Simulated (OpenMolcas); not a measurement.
## Computed transition rates of O2+

```json
{"Program": "OpenMolcas 26.06", "Method": "SS-CASPT2, IPEA 0.25 Eh, imaginary shift 0.1 Eh (closed shells correlated: 1s 2s)", "Basis": "ANO-RCC-VQZP [5s4p3d2f1g]", "Scalar Hamiltonian": "DKH2, point nucleus", "Active space": "2 electrons in 3 orbitals (2p)", "State averaging": "2S+1 = 3 even, 3 roots; 2S+1 = 1 even, 6 roots", "Spin-orbit coupling": "state interaction with AMFI integrals over the reference wave functions, term energies averaged over their components"}
```

Rates come from the transition moments of the reference wave functions (E1 and E2 in the length form). At fixed line strength A goes as λ^-3 for E1 and M1 and as λ^-5 for E2, so a rate at the computed wavelength can be rescaled to the measured one. Measured vacuum wavelengths follow from level energies in Moore, Selected Tables of Atomic Spectra, NSRDS-NBS 3, section 11. Branching counts decays inside the model space alone, at computed energies, and the table is only a selection of the E2 and M1 lines, drawn from those between levels with measured partners whose computed energy lies within a factor of 1.5 of the measured one.

| Upper | Lower | Type | λ computed (nm) | λ measured (nm) | A computed (s-1) | A rescaled (s-1) | Branching % |
| --- | --- | --- | --- | --- | --- | --- | --- |
| 2s2 2p2 3P1 | 2s2 2p2 3P0 | M1 | 89990 | 88360 | 2.48e-05 | 2.62e-05 | 100.0 |
| 2s2 2p2 1D2 | 2s2 2p2 3P1 | M1 | 491.1 | 496 | 6.54e-03 |  | 25.6 |
| 2s2 2p2 1S0 | 2s2 2p2 1D2 | E2 | 385.9 | 436.4 | 3.29e+00 | 1.78e+00 | 93.4 |
| 2s2 2p2 1S0 | 2s2 2p2 3P1 | M1 | 216.1 | 232.2 | 2.32e-01 |  | 6.6 |

Spin-changing lines and M1 lines between different terms are not rescaled, since their strength hangs on the term gaps too.

The largest correction is for 2s2 2p2 1S0 → 2s2 2p2 1D2 (E2): 3.29e+00 × (385.9 / 436.4)^5 = 1.78e+00 s-1, a factor of 0.54.

The computed rate and branching of 2s2 2p2 3P1 → 2s2 2p2 3P0 give the upper level a radiative lifetime of 1.000 / 2.48e-05 s-1 = 4.03e+04 s, counting decays inside the model space alone. The rescaled rate gives about 3.8e+04 s.

No measured rate stands beside these. Rescaling mends the energy factor alone: line strengths can still be far off where a level mixes with configurations outside the active space, and weak or spin-changing lines hang on small mixing coefficients that depend on the term gaps too, so rescaling need not improve them.

Term energies are means over components that CASPT2 splits; among the terms shown or strongly mixed into the levels shown the widest spread is 89 cm-1 (2s2 2p2 1D). With the s shell closed, the reference lacks s² → p² mixing. Measured partners are found by configuration, term and J. A level has none where our copy of the source lacks it or the pairing is in doubt (some pairs that miss far off the trend of their configuration count as doubtful). Levels of configurations outside the active space are missing.
